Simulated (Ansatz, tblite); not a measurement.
Cost and result up the ladder for Sn(SiH3)4 (Si4SnH12) (17 atoms). The state is a singlet with charge 0. Geometry: B3LYP-D4/def2-SVP.

```xyz
17

Sn   -0.0076    0.0056   -0.0001
Si   -0.0707   -1.6280    2.0046
H     1.2402   -2.3309    2.1383
H    -1.1423   -2.6491    1.8059
H    -0.3465   -0.8856    3.2707
Si    1.7396    1.8586    0.4518
H     3.1045    1.2605    0.5508
H     1.4319    2.5624    1.7325
H     1.7358    2.8590   -0.6570
Si   -2.3447    1.0644   -0.3235
H    -2.7425    1.8254    0.8983
H    -3.3613   -0.0001   -0.5758
H    -2.3327    2.0002   -1.4873
Si    0.6702   -1.2907   -2.1335
H     2.0473   -1.8465   -1.9747
H     0.6545   -0.3852   -3.3209
H    -0.2754   -2.4199   -2.3803
```

Ansatz on 2 threads of AMD EPYC 7R13 on a shared host; xTB runs through tblite on one thread. Times are rough, summed over both states, and most runs start from the orbitals of an earlier one. No level here is sound enough to serve as a yardstick. The other state is a triplet.

In the def2 sets Sn takes a core potential; there is no spin–orbit coupling. The xTB rows come from tblite.

xTB has no spin-polarisation term.

| level | functions | wall time |
| --- | --- | --- |
| GFN2-xTB | 57 | 0.027 s |
| GFN1-xTB | 69 | 0.036 s |
| PBE-D4/def2-TZVP | 270 | 34 s |
| r2SCAN-D4/def2-TZVP (with forces) | 270 | 45 s |

(1) Estimate what each level gives for the vertical triplet (eV).

Results:

(1) 
| level | vertical triplet (eV) |
| --- | --- |
| GFN2-xTB | 3.43 |
| GFN1-xTB | 4.27 |
| PBE-D4/def2-TZVP | 4.95 |
| r2SCAN-D4/def2-TZVP (with forces) | 5.15 |
